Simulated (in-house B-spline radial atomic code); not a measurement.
Radial electron density of Cr III (Cr2+), [Ar] 3d4. Level of theory: non-relativistic PW91, spin-polarised, spherical fractional occupations, point nucleus; calculated with a B-spline radial code for spherical atoms.

Columns: r (bohr), 4πr²n(r) (electrons per bohr), bar.

```
 0.00248   0.6396 #
 0.00297    0.896 #
 0.00356    1.251 ##
 0.00427     1.74 ##
 0.00512    2.401 ###
 0.00613    3.279 #####
 0.00735    4.447 ######
 0.00882    5.967 ########
  0.0106    7.914 ###########
  0.0127    10.27 ###############
  0.0152    13.06 ##################
  0.0182    16.23 #######################
  0.0218    19.62 ############################
  0.0262    23.02 #################################
  0.0314    25.91 #####################################
  0.0376    27.89 #######################################
  0.0451    28.57 ########################################
  0.0541    27.78 #######################################
  0.0649    25.81 #####################################
  0.0778    23.49 #################################
  0.0933    21.99 ###############################
   0.112    22.38 ################################
   0.134    24.86 ###################################
   0.161     28.5 ########################################
   0.193    31.07 ############################################
   0.231     30.5 ###########################################
   0.277    26.07 #####################################
   0.332    19.33 ###########################
   0.398    13.28 ###################
   0.477    10.45 ###############
   0.572    11.01 ################
   0.686     12.8 ##################
   0.823    13.24 ###################
   0.987    11.36 ################
    1.18    8.113 ###########
    1.42    4.783 #######
     1.7    2.458 ###
    2.04    1.107 ##
    2.44   0.4556 #
    2.93   0.1637 
    3.51  0.05107 
    4.21  0.01242
```

On this grid the curve has 3 maxima, near 0.0451, 0.193, 0.823 bohr.

The 3p up radial function P(r) = rR(r), positive near the nucleus:

```tsv
r (bohr)	P
0.00297	0.001306
0.00427	0.002657
0.00613	0.005355
0.00882	0.01073
0.0127	0.02125
0.0182	0.04086
0.0262	0.077
0.0376	0.1386
0.0541	0.236
0.0778	0.3689
0.112	0.5081
0.161	0.5703
0.231	0.4286
0.332	-0.004414
0.477	-0.6146
0.686	-1.054
0.987	-1.017
1.42	-0.6161
2.04	-0.2271
2.93	-0.04426
4.21	-0.003651
```
